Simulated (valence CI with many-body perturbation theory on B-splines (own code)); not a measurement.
**E1 line list for Tl⁶⁸⁺**

Method: relativistic CI+MBPT: three valence electrons over a frozen Dirac-Fock core [Ne], a basis of 11 s, 11 p, 10 d, 8 f, 5 g, 2 h functions for each j, with the one-electron correlation potential Σ1, the two-electron term Σ2, the three-electron term Σ3, Breit, model QED; selected CI, second order for the rest, scaled by the run's own slope (own B-spline code, finite nucleus).

No measured spectrum was set against this ion. As an estimate, large intervals hold to a few tenths of a per cent, small ones and those within an open d or f shell to about a per cent.

Lines 51 to 100 of 584 in falling wavelength, among levels below 4106.8 eV, chosen from the strongest by gf and those to the six lowest levels. Wavelengths and rates use the calculated energies. Electric multipoles are in the length gauge, E1 and E2 with the static RPA response of the core. Weak lines are less certain than strong ones. Lines between different terms over intervals too small for the method are left out, as are lines whose strength nearly cancels. The highest levels of a list are the least certain.

Levels are named by their leading jj configuration (3d3/2^4 stands for four electrons in 3d with j = 3/2), which in mixed levels can hold well under half, so a name can repeat and another be missing. Letters in brackets count levels of one name in rising energy.

| λ vac (Å) | Upper | Lower | A (s⁻¹) | S (a.u.) with core polarisation | S without |
| --- | --- | --- | --- | --- | --- |
| 50.50 | (3s 3p1/2 3d3/2) J=3/2 [b] | (3s 3p1/2 3p3/2) J=3/2 [a] | 3.68e+09 | 9.35e-04 | 9.50e-04 |
| 50.10 | (3p1/2 3d3/2 3d5/2) J=9/2 | (3p1/2 3p3/2 3d5/2) J=9/2 | 3.98e+10 | 2.47e-02 | 2.50e-02 |
| 48.88 | (3s 3p1/2 3d3/2) J=3/2 [c] | (3s 3p1/2 3p3/2) J=3/2 [b] | 4.00e+09 | 9.23e-04 | 9.34e-04 |
| 48.27 | (3s 3p1/2 3d3/2) J=5/2 | (3s 3p1/2 3p3/2) J=3/2 [a] | 4.66e+07 | 1.55e-05 | 1.56e-05 |
| 46.99 | (3s^2 3d3/2) J=3/2 | (3s^2 3p3/2) J=3/2 | 1.47e+08 | 3.01e-05 | 2.99e-05 |
| 44.99 | (3d3/2 3d5/2^2) J=11/2 | (3p3/2 3d5/2^2) J=11/2 | 3.48e+10 | 1.88e-02 | 1.90e-02 |
| 44.95 | (3s 3p1/2 3d3/2) J=3/2 [c] | (3s 3p1/2 3p3/2) J=5/2 | 5.68e+09 | 1.02e-03 | 1.03e-03 |
| 43.18 | (3s 3p1/2 3d3/2) J=1/2 | (3s 3p1/2 3p3/2) J=3/2 [a] | 6.97e+09 | 5.54e-04 | 5.61e-04 |
| 41.80 | (3s 3p1/2 3d3/2) J=3/2 [c] | (3s 3p1/2 3p3/2) J=3/2 [a] | 2.42e+09 | 3.48e-04 | 3.51e-04 |
| 39.31 | (3s^2 4p3/2) J=3/2 | (3s^2 4s) J=1/2 | 1.02e+12 | 1.22e-01 | 1.22e-01 |
| 38.83 | (3p3/2 3d5/2^2) J=5/2 [a] | (3p3/2^2 3d5/2) J=3/2 | 9.36e+10 | 1.62e-02 | 1.64e-02 |
| 37.08 | (3s 3p3/2 3d5/2) J=3/2 [a] | (3s 3p3/2^2) J=3/2 | 1.20e+11 | 1.21e-02 | 1.22e-02 |
| 36.90 | (3d5/2^3) J=3/2 | (3p3/2 3d5/2^2) J=3/2 [b] | 2.53e+11 | 2.51e-02 | 2.54e-02 |
| 36.79 | (3d5/2^3) J=9/2 | (3p3/2 3d5/2^2) J=7/2 [b] | 5.20e+11 | 1.28e-01 | 1.29e-01 |
| 36.69 | (3s 3d5/2^2) J=5/2 | (3s 3p3/2 3d5/2) J=3/2 [b] | 1.01e+11 | 1.48e-02 | 1.50e-02 |
| 36.62 | (3s 3p1/2 3d5/2) J=5/2 [a] | (3s 3p1/2 3p3/2) J=3/2 [b] | 2.43e+09 | 3.53e-04 | 3.57e-04 |
| 36.39 | (3d3/2 3d5/2^2) J=7/2 [a] | (3p3/2 3d3/2 3d5/2) J=5/2 [c] | 1.86e+11 | 3.54e-02 | 3.58e-02 |
| 36.12 | (3s 3d5/2^2) J=9/2 | (3s 3p3/2 3d5/2) J=7/2 [b] | 1.28e+11 | 2.98e-02 | 3.02e-02 |
| 36.02 | (3d3/2 3d5/2^2) J=5/2 [a] | (3p3/2 3d3/2 3d5/2) J=3/2 [c] | 1.06e+11 | 1.46e-02 | 1.48e-02 |
| 35.95 | (3s 3d5/2^2) J=7/2 | (3s 3p3/2 3d5/2) J=5/2 [b] | 5.13e+11 | 9.41e-02 | 9.52e-02 |
| 35.60 | (3d3/2 3d5/2^2) J=9/2 | (3p3/2 3d3/2 3d5/2) J=7/2 [c] | 4.20e+11 | 9.37e-02 | 9.47e-02 |
| 35.54 | (3d5/2^3) J=5/2 | (3p3/2 3d5/2^2) J=3/2 [b] | 4.14e+11 | 5.51e-02 | 5.58e-02 |
| 35.51 | (3d3/2 3d5/2^2) J=7/2 [b] | (3p3/2 3d3/2 3d5/2) J=5/2 [d] | 2.35e+11 | 4.15e-02 | 4.20e-02 |
| 35.30 | (3d3/2 3d5/2^2) J=11/2 | (3p3/2 3d3/2 3d5/2) J=9/2 [b] | 5.55e+11 | 1.45e-01 | 1.46e-01 |
| 35.27 | (3s 3d5/2^2) J=3/2 | (3s 3p3/2 3d5/2) J=5/2 [b] | 1.20e+11 | 1.04e-02 | 1.05e-02 |
| 35.26 | (3s 3d3/2 3d5/2) J=3/2 [b] | (3s 3p3/2 3d3/2) J=1/2 [b] | 1.22e+11 | 1.06e-02 | 1.07e-02 |
| 35.22 | (3s 3d3/2 3d5/2) J=5/2 [b] | (3s 3p3/2 3d3/2) J=5/2 [b] | 1.02e+11 | 1.32e-02 | 1.33e-02 |
| 35.20 | (3s 3d3/2 3d5/2) J=7/2 [b] | (3s 3p3/2 3d3/2) J=5/2 [b] | 3.22e+11 | 5.54e-02 | 5.61e-02 |
| 35.15 | (3d5/2^3) J=3/2 | (3p3/2 3d5/2^2) J=5/2 [b] | 1.36e+11 | 1.17e-02 | 1.18e-02 |
| 35.15 | (3p3/2 3d5/2^2) J=11/2 | (3p3/2^2 3d5/2) J=9/2 | 2.43e+11 | 6.26e-02 | 6.34e-02 |
| 35.13 | (3d5/2^3) J=3/2 | (3p3/2 3d5/2^2) J=3/2 [a] | 1.82e+11 | 1.56e-02 | 1.58e-02 |
| 35.13 | (3p1/2 3d5/2^2) J=5/2 | (3p1/2 3p3/2 3d5/2) J=3/2 [b] | 1.34e+11 | 1.73e-02 | 1.75e-02 |
| 35.11 | (3p1/2 3d5/2^2) J=7/2 | (3p1/2 3p3/2 3d5/2) J=5/2 [b] | 4.94e+11 | 8.44e-02 | 8.54e-02 |
| 35.04 | (3s 3d5/2^2) J=3/2 | (3s 3p3/2 3d5/2) J=3/2 [b] | 2.04e+11 | 1.73e-02 | 1.75e-02 |
| 35.00 | (3p1/2 3d5/2^2) J=3/2 | (3p1/2 3p3/2 3d5/2) J=1/2 | 1.47e+11 | 1.25e-02 | 1.26e-02 |
| 34.94 | (3d3/2 3d5/2^2) J=5/2 [a] | (3p3/2 3d3/2 3d5/2) J=3/2 [b] | 3.64e+11 | 4.60e-02 | 4.65e-02 |
| 34.87 | (3p3/2 3d5/2^2) J=7/2 [b] | (3p3/2^2 3d5/2) J=5/2 [b] | 8.43e+11 | 1.41e-01 | 1.43e-01 |
| 34.85 | (3p3/2 3d3/2 3d5/2) J=7/2 [b] | (3p3/2^2 3d3/2) J=7/2 | 1.89e+11 | 3.17e-02 | 3.20e-02 |
| 34.82 | (3d3/2 3d5/2^2) J=5/2 [b] | (3p3/2 3d3/2 3d5/2) J=3/2 [c] | 2.08e+11 | 2.60e-02 | 2.63e-02 |
| 34.61 | (3p1/2 3p3/2 3d5/2) J=3/2 [a] | (3p1/2 3p3/2^2) J=3/2 | 1.85e+11 | 1.51e-02 | 1.53e-02 |
| 34.56 | (3d3/2 3d5/2^2) J=5/2 [a] | (3p3/2 3d3/2 3d5/2) J=5/2 [c] | 1.15e+11 | 1.41e-02 | 1.43e-02 |
| 34.56 | (3d3/2^2 3d5/2) J=5/2 [a] | (3p3/2 3d3/2^2) J=5/2 | 1.24e+11 | 1.52e-02 | 1.54e-02 |
| 34.53 | (3s 3p1/2 3d5/2) J=3/2 | (3s 3p1/2 3p3/2) J=1/2 | 3.06e+11 | 2.49e-02 | 2.52e-02 |
| 34.37 | (3s 3p1/2 3d5/2) J=5/2 [a] | (3s 3p1/2 3p3/2) J=5/2 | 1.31e+10 | 1.57e-03 | 1.59e-03 |
| 34.32 | (3p3/2 3d3/2 3d5/2) J=3/2 [a] | (3p3/2^2 3d3/2) J=3/2 [a] | 1.45e+11 | 1.16e-02 | 1.17e-02 |
| 34.30 | (3p1/2 3d5/2^2) J=9/2 | (3p1/2 3p3/2 3d5/2) J=7/2 [b] | 3.50e+11 | 6.97e-02 | 7.05e-02 |
| 34.29 | (3d3/2 3d5/2^2) J=9/2 | (3p3/2 3d3/2 3d5/2) J=7/2 [b] | 5.48e+10 | 1.09e-02 | 1.10e-02 |
| 34.28 | (3p3/2 3d3/2 3d5/2) J=5/2 [b] | (3p3/2^2 3d3/2) J=3/2 [a] | 2.60e+11 | 3.10e-02 | 3.14e-02 |
| 34.24 | (3s 3d3/2 3d5/2) J=1/2 | (3s 3p3/2 3d3/2) J=1/2 [b] | 3.51e+11 | 1.39e-02 | 1.41e-02 |
| 34.21 | (3d3/2 3d5/2^2) J=7/2 [a] | (3p3/2 3d3/2 3d5/2) J=5/2 [b] | 1.82e+11 | 2.87e-02 | 2.90e-02 |
